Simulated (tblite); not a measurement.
Species: C9H9NS.
Cartesian coordinates in Å at the GFN2-xTB level; atoms count from 1:
```xyz
20
C9H9NS angstrom
C     -2.5012   -0.8741   -0.0181
C     -1.6720   -0.2331   -1.1329
C     -0.6031    0.6474   -0.5671
C     -0.6804    1.9956   -0.4815
S      0.6882    2.7527    0.2616
C      1.4346    1.1992    0.4883
C      2.6635    0.9056    1.0643
N      3.1007   -0.3299    1.1620
C      2.3458   -1.3223    0.6936
C      1.1124   -1.1455    0.1037
C      0.6228    0.1583   -0.0081
H     -3.2634   -1.5242   -0.4411
H     -2.9909   -0.1069    0.5775
H     -1.8682   -1.4642    0.6404
H     -1.2117   -1.0154   -1.7406
H     -2.3239    0.3584   -1.7782
H     -1.4819    2.6229   -0.8226
H      3.3074    1.6826    1.4535
H      2.7719   -2.3103    0.8056
H      0.5443   -1.9859   -0.2634
```

Calculated harmonic vibrations of the isolated species, GFN2-xTB (tblite), most abundant isotopes, no scaling. Errors from tens to a few hundred cm⁻¹ against measured bands are possible. One conformer, not necessarily the lowest.

Harmonic wavenumbers (cm⁻¹): 68.2, 101.7, 172.2, 181.3, 191.8, 254.8, 325.7, 377.7, 386.6, 471.8, 487.1, 519.1, 547.4, 619.9, 703.7, 722.8, 767.1, 782.7, 815.3, 820.3, 855.6, 890.8, 908.7, 978.4, 1042.6, 1069.0, 1079.1, 1089.1, 1125.6, 1150.3, 1186.4, 1230.6, 1240.9, 1312.0, 1316.8, 1346.9, 1369.2, 1410.4, 1442.2, 1480.7, 1497.4, 1504.5, 1528.7, 1547.5, 1579.6, 2971.7, 2989.2, 3036.2, 3037.2, 3042.8, 3063.6, 3064.5, 3092.7, 3149.2.

A = 1400, B = 942.5, C = 591.8 MHz; mass 163.046 u (most abundant isotopes); point group C1, symmetry number 1.

Q: What is the zero-point energy?

A: Half the sum of the wavenumbers: 33974 cm⁻¹ = 406.42 kJ/mol.

Q: Entropy at 273.15 K, 1 bar (ideal gas, RRHO, classical rotation)?

A: Translation 170.57, rotation 126.10, vibration 94.77: S = 391.4 J/(mol K).

Q: And Cp and H(273.15 K) − H(0)?

A: Cp = 152.46 J/(mol K), of which vibrations give 119.21 (their classical limit is 54 R = 449.0); H(273.15 K) − H(0) = 24.01 kJ/mol without the zero-point energy, 14.93 from vibrations.

Q: How do the functions run with temperature in this model?

A: 
```json
{"T (K)": "150", "S (J/(mol K))": "320.0", "Cp (J/(mol K))": "93.0", "H − H(0) (kJ/mol)": "8.96", "G − H(0) (kJ/mol)": "-39.03", "ln q(vib)": "2.01"}
{"T (K)": "250", "S (J/(mol K))": "378.5", "Cp (J/(mol K))": "140.9", "H − H(0) (kJ/mol)": "20.61", "G − H(0) (kJ/mol)": "-74.00", "ln q(vib)": "4.27"}
{"T (K)": "298.15", "S (J/(mol K))": "405.3", "Cp (J/(mol K))": "165.0", "H − H(0) (kJ/mol)": "27.98", "G − H(0) (kJ/mol)": "-92.87", "ln q(vib)": "5.43"}
{"T (K)": "400", "S (J/(mol K))": "460.8", "Cp (J/(mol K))": "213.6", "H − H(0) (kJ/mol)": "47.31", "G − H(0) (kJ/mol)": "-136.99", "ln q(vib)": "7.98"}
{"T (K)": "600", "S (J/(mol K))": "562.3", "Cp (J/(mol K))": "287.4", "H − H(0) (kJ/mol)": "97.91", "G − H(0) (kJ/mol)": "-239.49", "ln q(vib)": "13.18"}
{"T (K)": "900", "S (J/(mol K))": "692.8", "Cp (J/(mol K))": "354.5", "H − H(0) (kJ/mol)": "195.15", "G − H(0) (kJ/mol)": "-428.40", "ln q(vib)": "20.80"}
```

q(vib) and H(0) count from the zero-point level.

Q: What must be added to the electronic energy to get the Gibbs energy at 273.15 K and 1 bar?

A: ZPE + [H(273.15 K) − H(0)] − T·S = 406.42 + 24.01 − 106.92 = 323.51 kJ/mol.

Q: Which modes carry the vibrational entropy at 273.15 K?

A: 68.2 cm⁻¹: 16.87; 101.7 cm⁻¹: 13.60; 172.2 cm⁻¹: 9.40; 181.3 cm⁻¹: 9.01; 191.8 cm⁻¹: 8.57; 254.8 cm⁻¹: 6.47 J/(mol K); the other 48 give 30.84 together.

Hindered rotation and anharmonicity are outside this model. Other conformers, if any are populated, would add a mixing term that is left out. The structure is chiral; the term R ln 2 for an equal mix with its mirror image is left out.
